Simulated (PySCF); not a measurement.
NMR data simulated for an unnamed compound:

$^{1}$H NMR (400 MHz, computed): δ 10.28 (s, 1H), 7.99 (s, 1H), 4.37 (s, 3H).

$^{13}$C{$^{1}$H} NMR (computed): δ 188.6 (CH), 154.7 (C), 154.4 (CH), 40.1 (CH3).

Non-relativistic, no solvent model, averaged over atoms made equivalent by symmetry, fast rotation or ring inversion, single conformer. B3LYP/pcJ-1 coupling constants (spin–dipole term only in couplings to heteroatoms); geometry from GFN2-xTB; shieldings: GIAO PBE0/pcSseg-1; PySCF.

Shifts are taken against calculated references (same method and geometry level): $^{1}$H and $^{13}$C vs TMS.

Which of these does the molecule contain: an N-methyl group, a heteroaromatic ring, a tert-butyl group, an aldehyde, a C≡C triple bond, a vinyl group CH=CH2?

Answers


- An N-methyl group: yes (δC 40.1; δH 4.37 (s)).
- A heteroaromatic ring: yes.
- A tert-butyl group: no.
- An aldehyde: yes (δC 188.6; δH 10.28 (s)).
- A C≡C triple bond: no.
- A vinyl group CH=CH2: no.

The data belong to `C(C1=NC=NN1C)=O`, C4H5N3O; they needn't prove each group on their own.

Carbon signals by region: 1 in the far downfield region (above 160 ppm), 2 in the sp2 and nitrile region (100–160 ppm), 1 below 50 ppm. Above 160 ppm: 188.6, aldehyde carbonyl carbon.

Shifts are as computed. Against solution values, carbons near 30 ppm lie about +3 ppm off and those near 130 ppm about +5 ppm. Of 1211 compounds with measured shifts, 218 miss one by over three times the rms of a fit or turn the order of signals round; such compounds aren't used in these exercises.
